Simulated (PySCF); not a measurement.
C6H9P.
Atom-mapped SMILES: `[CH3:1][C:2]#[C:3][PH:4][CH:5]1[CH2:6][CH2:7]1` (hydrogens: H8, H9, H10 on C1; H11 on P4; H12 on C5; H13, H14 on C6; H15, H16 on C7)

Structure used (GFN2-xTB), in Å, numbered top down from 1:
```xyz
16
C6H9P angstrom
C      3.5838   -0.3920   -0.0103
C      2.2942    0.0473    0.4724
C      1.2144    0.4444    0.8312
P     -0.3366    0.9054    1.5314
C     -1.4058    0.3772    0.1260
C     -2.0560   -0.9751    0.2047
C     -2.8849    0.2568    0.3579
H      4.1838    0.4662   -0.3129
H      3.4570   -1.0533   -0.8674
H      4.1087   -0.9309    0.7784
H     -0.2515    2.2501    1.1215
H     -1.0765    0.7132   -0.8523
H     -1.8742   -1.5763    1.0843
H     -2.1452   -1.5517   -0.7040
H     -3.5502    0.5376   -0.4455
H     -3.2686    0.4902    1.3409
```

The closed-shell ground state was solved at several levels (PySCF, density fitting, gas phase, non-relativistic). GFN2-xTB frequencies show an imaginary mode (33i cm⁻¹), so this geometry is no minimum at that level.

```csv
level,basis functions,HOMO (eV),LUMO (eV),gap (eV),dipole (D)
PBE0/def2-SVPD,216,-6.65,0.23,6.88,1.57
PBE0/pcSseg-1,171,-6.67,0.29,6.96,1.55
```

(1) Estimate the row for CAM-B3LYP/def2-SVPD, a basis of 216 functions; the other rows only guide the guess.

(2) Over all these levels, which gives the widest orbital gap and which the narrowest?

(3) How far do the dipole and the HOMO energy spread over the levels?

Results:

(1) HOMO -7.93 eV, LUMO 1.21 eV, gap 9.14 eV, dipole 1.51 D.

(2) CAM-B3LYP/def2-SVPD (range-separated hybrid) has the widest, 9.14 eV, and PBE0/def2-SVPD (global hybrid, 25 % exact exchange) the narrowest, 6.88 eV. The two share the basis. From the narrowest to the widest the HOMO moves by -1.28 eV and the LUMO by +0.98 eV.

(3) The dipole runs from 1.51 to 1.57 D (mean 1.54 D) and the HOMO from -7.93 to -6.65 eV.

One conformer stands for the species.
